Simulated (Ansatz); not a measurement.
Relaxation of C₂H₆SSi (10 atoms, charge 0, multiplicity 1), to a largest force component of 0.02 eV/Å in at most 40 steps.

Level of theory: RKS revPBE/6-31G in Ansatz.

```xyz
10
Properties=species:S:1:pos:R:3:forces:R:3
C 0.582 1.415 0.055 -1.59 2.08 -0.28
C -0.233 0.138 0.048 0.35 0.64 -0.22
Si 0.770 -1.379 0.348 4.33 1.18 1.59
S -0.413 -3.087 0.319 -1.34 -2.78 0.11
H -0.150 2.284 -0.165 0.87 -0.82 0.40
H 1.303 1.489 -0.739 0.89 -0.20 -0.62
H 1.052 1.644 1.009 0.31 -0.07 0.40
H -0.976 0.216 0.805 -1.28 -0.10 1.12
H -0.735 0.048 -0.873 -1.30 -0.01 -1.82
H -1.115 -2.819 -0.805 -1.24 0.08 -0.67
```

**Question.** Where does it end, and by what steps?

**Answer.** The run converged. The force dipped under the threshold on the way, but the program's further checks kept it going. Limits of this set-up: no polarisation functions. After 8 steps the energy has fallen by 1.169 eV; H10 moved furthest, 0.65 Å.

| step | energy less start (eV) | largest force component (eV/Å) | accepted |
| --- | --- | --- | --- |
| 0 | 0.0000 | 4.334 | yes |
| 1 | -0.9052 | 1.034 | yes |
| 2 | -1.0948 | 0.667 | yes |
| 3 | -1.1330 | 0.488 | yes |
| 4 | -1.1477 | 0.337 | yes |
| 5 | -1.1658 | 0.077 | yes |
| 6 | -1.1680 | 0.031 | yes |
| 7 | -1.1684 | 0.005 | yes |
| 8 | -1.1685 | 0.013 | yes |

```xyz
10
Properties=species:S:1:pos:R:3
C 0.521 1.481 0.056
C -0.160 0.093 -0.028
Si 1.072 -1.398 0.445
S -0.333 -3.159 0.057
H -0.188 2.290 -0.199
H 1.376 1.556 -0.641
H 0.904 1.685 1.073
H -1.031 0.042 0.659
H -0.561 -0.087 -1.047
H -1.518 -2.554 -0.372
```

Time of the run: 11 s on 1 thread of Intel(R) Xeon(R) 6975P-C (Granite Rapids) (shared host), peak memory 0.14 GiB.
